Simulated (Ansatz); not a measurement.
`N=[CH][AlH][OH]` + `NCS` → `N=CNCS` + `[OH][AlH2]`  (substitution at a C–Al bond)

Calculated with Ansatz (gas phase, PBE0-D4/def2-TZVP geometries, no zero-point term in ΔE). CCSD(T)/CBS adds triple-zeta CCSD(T) − MP2 to the extrapolated MP2 energy (def2 sets, frozen cores). This one scheme is used for every species. Functionals use def2-TZVPP. One conformer a species, not always the lowest.

`N=[CH][AlH][OH]`:

```xyz
8

N     1.087    0.908   -1.342
C     1.175    0.581   -0.112
Al   -0.284   -0.376    0.812
O    -1.564   -0.648   -0.265
H     0.192    0.610   -1.738
H     2.116    0.873    0.374
H    -0.340   -0.855    2.320
H    -2.381   -1.093   -0.051
```

`NCS`:

Cartesian coordinates in Å:
```
N -0.518 0.895 0.475
C 0.356 0.091 -0.347
S 1.141 -1.255 0.576
H -0.880 1.680 -0.055
H -1.307 0.353 0.804
H 1.186 0.714 -0.687
H -0.106 -0.351 -1.238
H 0.127 -2.128 0.472
```

`N=CNCS`:

Z-matrix (Å, degrees):
```
C
S 1 1.825
N 1 1.430 2 115.6
H 1 1.088 2 108.1 3 121.8
H 1 1.089 2 105.9 3 -121.4
H 2 1.344 1 94.2 3 -68.9
C 3 1.362 1 120.1 2 73.1
H 3 1.006 1 117.4 2 -78.8
N 7 1.272 3 122.0 1 7.8
H 7 1.095 3 113.0 1 -173.5
H 9 1.013 7 110.8 3 176.6
```

`[OH][AlH2]`:

Cartesian coordinates in Å:
```
O 0.538 -0.985 -0.469
Al -0.395 0.286 0.155
H 1.491 -0.957 -0.532
H 0.320 1.604 0.670
H -1.954 0.052 0.177
```

```csv
level,ΔE (kJ/mol)
r2SCAN-D4,-54.0
PBE0-D4,-52.0
CCSD(T)/def2-TZVPP,-39.3
MP2/CBS(def2),-46.1
```

(1) What does CCSD(T)/CBS give? (Best estimate.)

Largest T1 diagnostic among the species: 0.013.

Results:

(1) The calculation gave: -38.0 kJ/mol. The listed levels differ from it by -16.0, -14.0, -1.3, -8.1 kJ/mol.

The D4 term adds −5.8 kJ/mol with B3LYP and −3.2 kJ/mol with PBE0; it sums over pairs of atoms, weighted by their polarisabilities, and B3LYP, whose exchange is more repulsive, gets the larger term.

B3LYP here is the variant with VWN-RPA as its local correlation; programs differ in this.
